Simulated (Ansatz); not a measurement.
Consider the cleavage of the Si–Si bond: `[SiH3][SiH2]S[SiH3]` + HCl → `[SiH3]S[SiH2]Cl` + SiH₄.

Isolated molecules relaxed with PBE0-D4/def2-TZVP in Ansatz; ΔE leaves out vibrations. CCSD(T)/CBS is the MP2 limit (def2-TZVPP, def2-QZVPP) plus CCSD(T) − MP2 in def2-TZVPP, frozen cores. This one scheme is used for every species. DFT in def2-TZVPP. Each species was taken in one conformer, which may not be the lowest.

`[SiH3][SiH2]S[SiH3]`:

Z-matrix (Å, degrees):
```
Si
Si 1 2.339
H 1 1.487 2 109.9
H 1 1.489 2 110.8 3 120.4
H 1 1.487 2 109.1 3 -119.5
S 2 2.148 1 110.1 3 57.9
H 2 1.490 1 111.1 3 -63.2
H 2 1.486 1 110.9 3 175.8
Si 6 2.136 2 96.8 1 -86.0
H 9 1.486 6 110.6 2 48.2
H 9 1.483 6 106.6 2 167.8
H 9 1.484 6 110.9 2 -72.4
```

HCl:

Cartesian coordinates in Å:
```
Cl -0.055 -0.602 -0.208
H 0.055 0.602 0.208
```

`[SiH3]S[SiH2]Cl`:

Z-matrix (Å, degrees):
```
Si
S 1 2.147
H 1 1.485 2 109.5
H 1 1.482 2 106.2 3 119.3
H 1 1.482 2 110.9 3 -121.2
Si 2 2.118 1 98.1 3 35.5
Cl 6 2.056 2 112.0 1 59.0
H 6 1.479 2 111.2 1 -59.9
H 6 1.478 2 106.7 1 177.7
```

SiH₄:

Z-matrix (Å, degrees):
```
Si
H 1 1.485
H 1 1.485 2 109.5
H 1 1.485 2 109.5 3 -120.0
H 1 1.485 2 109.5 3 120.0
```

CCSD(T)/CBS gives -97.9 kJ/mol.

Question: Another level gave -86.0 kJ/mol. Which?
A. HF/def2-TZVPP
B. r2SCAN-D4/def2-TZVPP
C. PBE/def2-TZVPP
D. ωB97M-V/def2-TZVPP

Answer: C. PBE -86.0, r2SCAN-D4 -96.7, ωB97M-V -104.3, HF/def2-TZVPP -115.9 kJ/mol.

Largest T1 diagnostic among the species: 0.012.

In def2-TZVPP, CCSD(T) changes the Hartree–Fock value by +20.2 kJ/mol (the triples alone add +1.7 kJ/mol) and MP2 by +10.1 kJ/mol. The D4 term adds +3.5 kJ/mol with B3LYP and +2.3 kJ/mol with PBE0; it sums over pairs of atoms, weighted by their polarisabilities, and B3LYP, whose exchange is more repulsive, gets the larger term.

CCSD(T)/CBS has its own doubt, a few kJ/mol and more with outer-core shells, so smaller differences from it don't rank the levels.

B3LYP here is the variant with VWN-RPA as its local correlation; programs differ in this.
